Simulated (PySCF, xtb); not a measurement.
C3H9BO, SMILES CCBOC.

GFN2-xTB (xtb) at its own geometry gives an orbital gap of 5.49 eV and a dipole moment of 2.00 D.

Geometry: r2SCAN-D4/def2-SVP. The structure was generated by enumeration, and PubChem lists no compound with its InChIKey, so it may never have been made. Other conformers were not sampled.

Q: What does M06-2X/def2-TZVP (PySCF) give? (An estimate is asked for; the answer gives what the named calculation found.)

A: gap 10.23 eV (levels -9.33 and 0.90 eV), dipole 1.83 D.
